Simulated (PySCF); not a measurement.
The same gas-phase reaction for F, Cl, I:
- GeF₄ + 2 H → GeH₂ + 2 F₂
- GeCl₄ + 2 H → GeH₂ + 2 Cl₂
- GeI₄ + 2 H → GeH₂ + 2 I₂

Method: PySCF energies plus ideal-gas RRHO corrections (1 bar). † marks an energy on the PBE0/def2-TZVP geometry and frequencies; other levels use their own. CCSD(T) freezes the core. Open shells (unrestricted): H (multiplicity 2); the rest are closed-shell singlets. I: scalar-relativistic def2 core potential, no spin-orbit coupling. Ge: all electrons, no relativistic terms. GeH₂: computed as isolated molecules; such fragments, hydroxides, amides, oligomers or adducts are transient or little studied in the gas. CCSD(T) isn't extrapolated to the basis-set limit.

ΔH°(298 K) in kJ, by level:

| level | F | Cl | I |
|---|---|---|---|
| ωB97M-V/def2-TZVP† | 1006.0 | 322.8 | 22.4 |
| HF/def2-TZVP† | 1213.3 | 438.2 | [?] |
| BLYP/def2-TZVP† | 907.4 | 238.0 | [?] |
| CCSD(T)/def2-SVP† | 998.4 | 368.1 | [?] |
| M06-2X/def2-TZVP† | 1107.3 | 361.1 | [?] |
| ωB97X-V/def2-TZVP† | 1020.6 | 342.0 | [?] |
| PBE0/def2-TZVP | 1012.7 | 337.1 | [?] |

What belongs in the gaps?


- HF/def2-TZVP†, I: 87.4
- BLYP/def2-TZVP†, I: -50.6
- CCSD(T)/def2-SVP†, I: 44.4
- M06-2X/def2-TZVP†, I: 53.2
- ωB97X-V/def2-TZVP†, I: 34.8
- PBE0/def2-TZVP, I: 43.0
